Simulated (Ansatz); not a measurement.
```yaml
crystal:
  periodic: [false, false, false]
  atoms:
    - {symbol: B, position_ang: [-0.652336, 1.333929, 0.463690]}
    - {symbol: S, position_ang: [-1.255882, -0.250415, 0.006599]}
    - {symbol: Ga, position_ang: [0.641102, -1.231613, -0.348099]}
    - {symbol: Cl, position_ang: [0.481219, -3.272987, -0.948868]}
    - {symbol: H, position_ang: [0.495679, 1.629223, 0.473085]}
    - {symbol: H, position_ang: [-1.443365, 2.242761, 0.748922]}
    - {symbol: H, position_ang: [1.989408, -0.541563, -0.321331]}
basis:
  gaussian: {orbitals: def2-mTZVP}
hamiltonian: {xc: {name: B2PLYP}}
accuracy: high
scf: {lower_state_search: off}
```

```sh
$ ansatz run in.yaml --threads 2 --pin off --events-out ev --progress --plain --max-ram 4352MiB
```

Shortened log:

```
Functional definition: B2PLYP
2094 factors; integrals over basis functions are off by at most 9.7e-9 eV
mean field evaluation 1: about -76438.6016 eV, gradient 2.5e1 eV
mean field evaluation 2: about -76438.8839 eV, gradient 2.5e1 eV
mean field evaluation 4: about -76440.3414 eV, gradient 2.8e0 eV
mean field evaluation 8: about -76440.3571 eV, gradient 5.1e-2 eV
mean field evaluation 16: about -76440.3571 eV, gradient 6.2e-6 eV
mean field -76440.35713115 eV, -2809.1313114347 hartree, gradient 1.3e-8 eV, S^2 0.000000; 0 other end points of the search recorded, 0 dependent functions left out
20 core orbitals not correlated: weight in the atoms' cores, before any rotation towards them, 1.000 or more for the frozen orbitals, at most 0.000 for the correlated occupied ones
reference -76440.35715772 eV, -2809.1313124111 hartree; 16, 16 occupied and 72, 72 virtual orbitals, 2094 factors
second order -18.00056615 eV of doubles, -0.00000000 eV of singles
Total energy: -76445.21731058 eV, -2809.3099197344 hartree
Checks for a lower state left out: stability, starts, cluster_reference, orbital_swaps, neighbouring_geometries, increment
```

Hardware: 2 threads of an Arm Neoverse V1 on a shared host. Wall time 5.5 s, peak host memory 0.36 GiB.
